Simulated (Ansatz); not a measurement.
Gas-phase reaction R1 → 2 P1, each structure at its B3LYP-D3(BJ)/def2-TZVP stationary point, reached from a drawn start (curvature not checked).
R1: H4Sn2 (SMILES [SnH2]=[SnH2]), charge 0, multiplicity 1.
P1: H2Sn (SMILES [SnH2]), charge 0, multiplicity 1.

P less R. No zero-point or thermal terms; no spin–orbit coupling.

Correlated levels freeze the cores. In cc and def2 sets filled d and f shells under p-block atoms count as core. CBS: X⁻³ extrapolation of the correlation energy, Hartree–Fock from the larger set.

Run with Ansatz (Gaussian orbitals). All values are computed, each at the level named. Elements past Kr take the def2 small-core potentials, without spin–orbit coupling.

Q: Estimate the reaction energy that CCSD(T)/CBS(def2-TZVPP, def2-QZVPP) returns for this input.

A: 31.3 kcal/mol

Q: What is the computed reaction energy (wB97M-V/def2-TZVPP)?

A: 26.0 kcal/mol

Q: Estimate the reaction energy that MP2/CBS(def2-TZVPP, def2-QZVPP) returns for this input.

A: 31.2 kcal/mol

Ansatz is an electronic-structure program.
